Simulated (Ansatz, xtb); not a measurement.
## Two structures of F6SiSn

Structure a: `F[Si](F)(F)[Sn]([F])([F])[F]`, a singlet. Structure b: a triplet given by its coordinates. Both are isolated molecules in the gas phase, relaxed with PBE0-D4/def2-SVP.

a (Å):

```xyz
8

F    -0.9702   -3.3885    3.7636
F    -0.6372   -4.4102    1.3902
F    -3.0406   -3.9508    2.2854
F    -2.5173    0.1866    2.2414
F     0.3040   -0.3355    1.2205
F    -2.0967   -1.0035   -0.5301
Si   -1.5337   -3.4328    2.2737
Sn   -1.4587   -1.0881    1.2762
```

b (Å):

```yaml
atoms:
  - { symbol: F, position_ang: [-0.8755, -3.3716, 3.5766] }
  - { symbol: F, position_ang: [-1.4994, -3.2949, 1.0862] }
  - { symbol: F, position_ang: [-2.6948, -4.8721, 2.6142] }
  - { symbol: F, position_ang: [-1.8832, -1.3632, 2.4268] }
  - { symbol: F, position_ang: [0.0474, 0.5917, 1.3205] }
  - { symbol: F, position_ang: [-2.1174, -0.6876, -0.5111] }
  - { symbol: Si, position_ang: [-2.2008, -3.3266, 2.6507] }
  - { symbol: Sn, position_ang: [-0.7267, -1.0988, 0.7572] }
```

Close contacts (Å): F1–Si7 1.62, F2–Si7 1.71, F2–Sn8 2.35, F3–Si7 1.62, F4–Si7 2.00, F4–Sn8 2.05, F5–Sn8 1.94, F6–Sn8 1.93.

Problem. Which of the two would you expect CCSD(T)/def2-SVP + ΔMP2/def2-TZVPP electronic energies to favour?

Solution. Structure a; the calculation gives E(b) − E(a) = +67.7 kcal/mol.

The same difference at several levels:

| level | geometry | E(b) − E(a) (kcal/mol) | departure from the last row (kcal/mol) | job, with rough time for the two |
| --- | --- | --- | --- | --- |
| PBE0-D4/def2-SVP | PBE0-D4/def2-SVP | +51.4 | −16.3 | optimisation, 5.3 min |
| HF/def2-SVP | PBE0-D4/def2-SVP | +45.8 | −21.9 | part of the CCSD(T) run |
| MP2/def2-SVP | PBE0-D4/def2-SVP | +55.4 | −12.3 | part of the CCSD(T) run |
| CCSD(T)/def2-SVP | PBE0-D4/def2-SVP | +55.4 | −12.3 | single point |
| CCSD(T)/def2-SVP + ΔMP2/def2-TZVPP | PBE0-D4/def2-SVP | +67.7 |  | single point, 5.9 min |

The levels shown agree on the order. The largest departure from CCSD(T)/def2-SVP + ΔMP2/def2-TZVPP is that of HF/def2-SVP, 21.9 kcal/mol. A small imaginary or near-zero mode remains, so no thermal terms are given. Levels run at GFN2-xTB geometries aren't shown. The last row adds to CCSD(T) the change of the MP2 difference between the two basis sets, here +12.3 kcal/mol, a large step that makes the value less sure. The triplet state of b needn't be its ground state.

Open shells are spin-unrestricted. The correlated steps freeze 15 core orbitals; the filled d shell of Sn is correlated, in a basis made for valence electrons. Atoms past krypton carry core potentials in the def2 sets and no spin–orbit term is included. Programs: Ansatz 0.2.0, xtb 6.7.1; the last row on 2 threads of Arm Neoverse V2 on a shared host.
